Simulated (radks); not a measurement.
Question: Calculated with a radial shooting solver on a logarithmic mesh with Libxc functionals: scalar-relativistic Kohn-Sham, r2SCAN, spin-polarised, spherical densities, finite nucleus; open shells are filled with parallel spins first (spin-orbit coupling, left out, can overturn this in heavy ions); meta-GGA in the generalised Kohn-Sham scheme; Fermi nuclear charge, rms radius of each element as measured or else 0.836 A^(1/3) + 0.57 fm. Each species is in its NIST ground configuration. Rank Pt, Ni, Pd by Delta-SCF ionisation energy (eV), largest first.

Answer: Pt 9.510, Pd 8.926, Ni 6.992.
